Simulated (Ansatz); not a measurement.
CH9AlBNSi, SMILES `BC[SiH2][NH][AlH2]`. The species carries charge 0 and has multiplicity 1.

| atom | x (Å) | y (Å) | z (Å) |
| --- | --- | --- | --- |
| B1 | -1.3530 | 1.1873 | -2.0390 |
| C2 | -0.6363 | -0.0145 | -1.4169 |
| Si3 | -0.4324 | 0.2721 | 0.4453 |
| N4 | 0.4780 | -0.9950 | 1.1827 |
| Al5 | 2.0589 | -0.9168 | 2.0042 |
| H6 | -0.7300 | 2.1200 | -2.4610 |
| H7 | -2.5498 | 1.2482 | -2.0564 |
| H8 | 0.3869 | -0.1706 | -1.7723 |
| H9 | -1.2048 | -0.9500 | -1.4675 |
| H10 | -1.7903 | 0.3762 | 1.0468 |
| H11 | 0.3136 | 1.5316 | 0.6981 |
| H12 | 0.0341 | -1.9048 | 1.1543 |
| H13 | 2.7975 | 0.4786 | 2.0670 |
| H14 | 2.6277 | -2.2623 | 2.6147 |

(1) Give the diagnostics of a CCSD(T)/def2-TZVPP run (frozen core, Ansatz). (An estimate is asked.)

Results:

(1) The calculation gave: T1 = 0.0118, largest single amplitude 0.020, largest double 0.028, (T) share of the correlation energy 3.6 %, 10 CCSD cycles. The RHF solution is stable towards an unrestricted one. T1 lies under the customary mark of 0.02 for closed shells.
